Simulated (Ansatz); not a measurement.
System: C$_{4}$H$_{8}$N, charge 0, multiplicity 2. It need not be the lowest isomer of its formula. 
Coordinates optimised at B3LYP-D3(BJ)/def2-TZVP (Ansatz, an electronic-structure program):
SMILES: NC1C[CH]C1
```xyz
13

C     -1.5300     0.2216     0.0210
C     -0.6733    -0.9781     0.2799
C      0.5469    -0.0127     0.3631
C     -0.3691     1.1582    -0.1032
N      1.6343    -0.3311    -0.5484
H     -2.5936     0.3469    -0.1251
H     -0.5887    -1.6690    -0.5686
H     -0.8892    -1.5695     1.1758
H      0.8648     0.1286     1.4034
H     -0.3731     2.0545     0.5258
H     -0.1420     1.4681    -1.1313
H      2.1041    -1.1830    -0.2605
H      2.3305     0.4069    -0.5457
```
Charge 0, spin multiplicity 2.

Parts of the frozen-core correlation energy in 6-31G* (Ansatz, hartree). Frozen orbitals: 5; correlated occupied orbitals by spin: 15 and 14; virtual: 71 and 72. Open shells are spin-unrestricted. Spin-orbit coupling is left out. No relativistic terms.

```json
[
 {"term": "reference (HF)", "value": "-210.48899"},
 {"term": "MP2 opposite-spin", "value": "___"},
 {"term": "MP2 same-spin", "value": "___"},
 {"term": "CCSD correlation", "value": "___"},
 {"term": "(T)", "value": "-0.02143"},
 {"term": "T1 diagnostic", "value": "0.010"},
 {"term": "largest doubles amplitude", "value": "0.031"},
 {"term": "<S^2> of the reference", "value": "0.766"}
]
```

Fill in the missing entries.


- MP2 opposite-spin, value: -0.49339
- MP2 same-spin, value: -0.16285
- CCSD correlation, value: -0.71055
